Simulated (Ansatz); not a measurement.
Method: Ansatz (a first-principles code) with frozen-core CCSD(T)/def2-TZVPP // TPSS-D3(BJ)/def2-SVP.

Ansatz 0.2 input:
```yaml
crystal:
  periodic: [false, false, false]
  atoms:
    - { symbol: Ti, position_ang: [-0.10929, -0.06459, -0.042617] }
    - { symbol: Br, position_ang: [-1.734705, 1.549717, 0.361345] }
    - { symbol: Br, position_ang: [-0.13289, -0.643257, -2.295198] }
    - { symbol: Br, position_ang: [-0.552473, -1.950822, 1.243603] }
    - { symbol: Br, position_ang: [1.98375, 0.780249, 0.518711] }
basis:
  gaussian: { orbitals: def2-TZVPP }
correlation:
  method: ccsd_t
```

Output:

```
Functional definition: HF
1758 factors; integrals over basis functions are off by at most 5.2e-4 eV
mean field evaluation 1: about -303082.9795 eV, gradient 4.5e1 eV
mean field evaluation 2: about -303083.2056 eV, gradient 4.6e1 eV
mean field evaluation 4: about -303088.7388 eV, gradient 1.2e1 eV
mean field evaluation 8: about -303089.0993 eV, gradient 8.7e-1 eV
mean field evaluation 16: about -303089.1087 eV, gradient 1.5e-6 eV
mean field -303089.10866020 eV, -11138.3193020859 hartree, gradient 1.5e-6 eV, S^2 0.000000; 0 other end points of the search recorded, 0 dependent functions left out
41 core orbitals not correlated
reference -303089.10866020 eV, -11138.3193020859 hartree; 40, 40 occupied and 175, 175 virtual orbitals, 1758 factors
second order -42.38563876 eV of doubles, -0.00000000 eV of singles
cycle   1  -39.34901862 eV  change     3.0e0 eV  update   4.0e-1
cycle   2  -41.43024109 eV  change    -2.1e0 eV  update   4.2e-1
cycle   3  -41.84255726 eV  change   -4.1e-1 eV  update   8.4e-2
cycle   4  -41.82868446 eV  change    1.4e-2 eV  update   3.8e-2
cycle   5  -41.80016549 eV  change    2.9e-2 eV  update   1.3e-2
cycle   6  -41.79259351 eV  change    7.6e-3 eV  update   4.6e-3
cycle   7  -41.79335829 eV  change   -7.6e-4 eV  update   2.8e-3
cycle   8  -41.79284590 eV  change    5.1e-4 eV  update   1.4e-3
cycle   9  -41.79353586 eV  change   -6.9e-4 eV  update   5.5e-4
cycle  10  -41.79412392 eV  change   -5.9e-4 eV  update   1.4e-4
cycle  11  -41.79389321 eV  change    2.3e-4 eV  update   6.0e-5
cycle  12  -41.79374353 eV  change    1.5e-4 eV  update   2.7e-5
cycle  13  -41.79378610 eV  change   -4.3e-5 eV  update   1.2e-5
perturbative correction -2.26802230 eV, -0.0833482824 hartree
Total energy: -303133.17046861 eV, -11139.9385436787 hartree
```

Cost: very roughly 50 core-minutes.
